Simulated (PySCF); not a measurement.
An unknown gives this computed stick spectrum. Method: TDDFT CAM-B3LYP/def2-SVPD, vertical, gas phase, core orbitals frozen in the response in PySCF 2.14.0, density-fitted response routines. Geometries: GFN2-xTB, one conformer each.

```csv
state,E (eV),f
S1,5.85,0.053
S2,6.32,0.031
S3,6.54,0.014
S4,6.89,0.184
S5,7.14,0.0070
S6,7.48,0.040
S7,7.63,0.031
S8,7.68,0.103
```

Problem. Which candidate is it?
A. `N#C[C@@H](F)[SiH2][Si@@H](F)[SiH3]`
B. `O=C/C([SiH3])=C\C(F)(F)F`
C. `N[SiH2]C#CC#CC=O`

Solution. A. Its S1, at 5.85 eV, is the highest among the candidates; the nearest of the others has S1 at 3.63 eV. S1 is HOMO→LUMO (90%). Löwdin shares by element: HOMO silicon 62%, fluorine 10% or more (atoms not listed hold the other 28%); LUMO silicon 60%, carbon 6% or more (atoms not listed hold the other 34%). At the same level the other candidates give, for their lowest levels:
- `O=C/C([SiH3])=C\C(F)(F)F`: 3.58 eV (f 0.000); 5.64 eV (f 0.001); 6.09 eV (f 0.357); 6.88 eV (f 0.000); 6.93 eV (f 0.000); T1 3.06 eV; HOMO -9.69, LUMO -1.75 eV
- `N[SiH2]C#CC#CC=O`: 3.63 eV (f 0.000); 3.71 eV (f 0.000); 4.26 eV (f 0.080); 4.67 eV (f 0.000); 5.80 eV (f 0.000); T1 3.08 eV; HOMO -9.04, LUMO -1.70 eV

Conformer computed: `[N:1]#[C:2][C@@H:3]([F:4])[SiH2:5][Si@@H:6]([F:7])[SiH3:8]`: C2–C3–Si5–Si6 -68°, C3–Si5–Si6–F7 -173°.
Triplets come from the Tamm–Dancoff approximation.
